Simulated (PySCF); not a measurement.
**How good is the calculation?**

Geometry:
| atom | x (Å) | y (Å) | z (Å) |
| --- | --- | --- | --- |
| Si1 | -3.874 | 0.188 | -0.144 |
| Si2 | -1.779 | 1.111 | 0.330 |
| Si3 | -0.064 | -0.429 | -0.058 |
| Si4 | 2.020 | 0.489 | 0.474 |
| Si5 | 3.736 | -1.049 | 0.079 |
| H6 | -4.095 | -1.004 | 0.718 |
| H7 | -3.919 | -0.241 | -1.568 |
| H8 | -4.971 | 1.164 | 0.098 |
| H9 | -1.724 | 1.540 | 1.756 |
| H10 | -1.544 | 2.312 | -0.521 |
| H11 | -0.073 | -0.835 | -1.492 |
| H12 | -0.291 | -1.650 | 0.765 |
| H13 | 2.018 | 0.893 | 1.908 |
| H14 | 2.233 | 1.713 | -0.349 |
| H15 | 3.730 | -1.442 | -1.356 |
| H16 | 3.512 | -2.266 | 0.905 |
| H17 | 5.070 | -0.483 | 0.414 |

Gas phase, non-relativistic Hamiltonian, single conformer, rapidly exchanging positions averaged. Structure optimised with PBE0-D3(BJ)/def2-TZVP; shieldings: GIAO B97-2/pcSseg-2; PySCF 2.14.0 with density-fitted response routines.

Reference values: measured (C. Corminboeuf, T. Heine, J. Weber, Chem. Phys. Lett. 357 (2002) 1).
```csv
atoms,quantity,reference,computed,"computed, scaled"
Si1/Si5,δ ²⁹Si vs TMS,-98.4,-103.2,-99.4
Si3,δ ²⁹Si vs TMS,-107.3,-111.1,-106.1
Si2/Si4,δ ²⁹Si vs TMS,-111.5,-112.1,-107.0
```

Computed shifts are σ(ref) − σ with the named reference compound (TMS for H and C) calculated as an isolated molecule at the same level. The measured values may be among those fitted. Shieldings were converted by a linear fit to measured shifts: ²⁹Si (scatter 5.7 ppm rms, 29.0 ppm with the 5 outliers that the fit left out vs TMS, solution or neat liquid). Occasional misses reach two or three times the rms, and more in compound classes unlike the fitted ones.

**Question.** How far are the unscaled ²⁹Si shifts from the references?

**Answer.** Mean signed difference -3.07 ppm, mean absolute 3.07 ppm over 3 comparisons; the largest is -4.8 ppm at Si1/Si5 (silicon bonded to Si, 3 H).
